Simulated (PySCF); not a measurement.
## Ionisation energy of I(44+) by level of theory

I(44+) [He] 2s2 2p5 (2P) → I(45+) [He] 2s2 2p4 (3P), as a difference of total energies. Calculation: PySCF 2.14, in an even-tempered Gaussian basis (19 s from 20 bohr⁻², ratio 2.2; 12 p from 26 bohr⁻², ratio 2.2; 6 d from 110 bohr⁻², ratio 2.4; 5 f from 160 bohr⁻², ratio 2.4; 4 g from 240 bohr⁻², ratio 2.4); scalar relativity by spin-free X2C-1e. Correlated levels: nothing frozen; virtual orbitals above 40 to 60 times the deepest correlated orbital energy dropped. The calculations carry no spin-orbit coupling.

```json
{"method": "UHF", "ionisation energy (eV)": "7663.5"}
{"method": "LDA", "ionisation energy (eV)": "7660.4"}
{"method": "PBE", "ionisation energy (eV)": "7663.2"}
{"method": "PBE0", "ionisation energy (eV)": "7663.8"}
{"method": "r2SCAN", "ionisation energy (eV)": "7667.0"}
{"method": "r2SCAN0", "ionisation energy (eV)": "7666.6"}
{"method": "r2SCANh", "ionisation energy (eV)": "7666.9"}
{"method": "MP2 (all electrons)", "ionisation energy (eV)": "7665.3"}
{"method": "SCS-MP2 (all electrons)", "ionisation energy (eV)": "7665.2"}
```

Spin-orbit coupling is strong in these open shells (close to jj coupling). The scalar numbers leave it out and a first-order estimate fails, so it can dominate the gap to the real levels.

For this ion Breit and QED terms and the two-electron picture change, all absent here, outweigh the differences among the correlated methods.

For comparison: 7563 ± 4 eV (theoretical estimate listed by NIST; NIST Atomic Spectra Database, ionization energies).
